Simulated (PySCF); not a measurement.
`C/C=C/[C@H](C)[AsH2]`, C$_{5}$H$_{11}$As

Geometry:
```json
{"atom": "C1", "x (Å)": "2.739", "y (Å)": "0.000", "z (Å)": "0.016"}
{"atom": "C2", "x (Å)": "1.355", "y (Å)": "-0.317", "z (Å)": "0.475"}
{"atom": "C3", "x (Å)": "0.251", "y (Å)": "0.022", "z (Å)": "-0.174"}
{"atom": "C4", "x (Å)": "-1.132", "y (Å)": "-0.274", "z (Å)": "0.280"}
{"atom": "C5", "x (Å)": "-1.986", "y (Å)": "-0.858", "z (Å)": "-0.842"}
{"atom": "As6", "x (Å)": "-2.022", "y (Å)": "1.397", "z (Å)": "0.970"}
{"atom": "H7", "x (Å)": "3.291", "y (Å)": "-0.921", "z (Å)": "-0.177"}
{"atom": "H8", "x (Å)": "3.279", "y (Å)": "0.550", "z (Å)": "0.787"}
{"atom": "H9", "x (Å)": "2.723", "y (Å)": "0.595", "z (Å)": "-0.894"}
{"atom": "H10", "x (Å)": "1.286", "y (Å)": "-0.875", "z (Å)": "1.402"}
{"atom": "H11", "x (Å)": "0.325", "y (Å)": "0.572", "z (Å)": "-1.107"}
{"atom": "H12", "x (Å)": "-1.101", "y (Å)": "-0.980", "z (Å)": "1.120"}
{"atom": "H13", "x (Å)": "-3.003", "y (Å)": "-1.045", "z (Å)": "-0.491"}
{"atom": "H14", "x (Å)": "-1.567", "y (Å)": "-1.797", "z (Å)": "-1.202"}
{"atom": "H15", "x (Å)": "-2.037", "y (Å)": "-0.162", "z (Å)": "-1.680"}
{"atom": "H16", "x (Å)": "-1.601", "y (Å)": "2.235", "z (Å)": "-0.206"}
{"atom": "H17", "x (Å)": "-0.806", "y (Å)": "1.870", "z (Å)": "1.713"}
```

Theory: PySCF, GIAO PBE0/pcSseg-1 magnetisability, rotational g tensor and spin-rotation constants, non-relativistic, gas phase. Geometry: GFN2-xTB.

The calculation is non-relativistic, which matters for the atoms heavier than Zn.

(1) Give the nuclear spin-rotation constants along the inertial axes (H = +C I·J) beside the isotropic shieldings.

(2) How do the rotational constants and the g tensor change when H7, H8, H9, H10, H11, H12, H13, H14, H15, H16, H17 are replaced by deuterium?

Answers

(1) Rotational constants 3.7576, 1.0659, 0.8796 GHz. A star marks the isotopologue with that one atom substituted, in its own axes.
```
atom  isotope  Caa (kHz)  Cbb (kHz)  Ccc (kHz)  mean (kHz)  σ (ppm)
 As6     75As      4.499      1.368      1.477       2.448   1551.2
  H7       1H     -0.071     -0.077     -0.083      -0.077     29.8
  H8       1H     -0.392      0.021     -0.090      -0.154     29.9
  H9       1H     -0.407     -0.124      0.030      -0.167     30.0
 H10       1H     -0.395     -0.118      0.086      -0.142     26.1
 H11       1H     -0.388     -0.127      0.094      -0.141     25.9
 H12       1H     -0.393     -0.122      0.038      -0.159     29.2
 H13       1H     -0.033     -0.100     -0.080      -0.071     30.2
 H14       1H     -0.148     -0.049     -0.096      -0.098     30.3
 H15       1H     -0.426     -0.119      0.021      -0.175     30.7
 H16       1H     -0.371     -0.119      0.031      -0.153     28.7
 H17       1H     -0.230     -0.011     -0.091      -0.110     28.7
  C1     13C*      0.526      0.160      0.129       0.272    165.1
  C2     13C*      1.227      0.188      0.368       0.595     59.9
  C3     13C*      1.221      0.232      0.427       0.627     37.5
  C4     13C*      0.623      0.195      0.149       0.323    148.3
  C5     13C*      0.574      0.142      0.139       0.285    163.9
```
For the geometry as given, no vibrational averaging.

(2) Constants 2.9129, 0.9275, 0.7648 GHz; g -0.0056, -0.0007, -0.0076, against -0.0069, -0.0009, -0.0087 before.
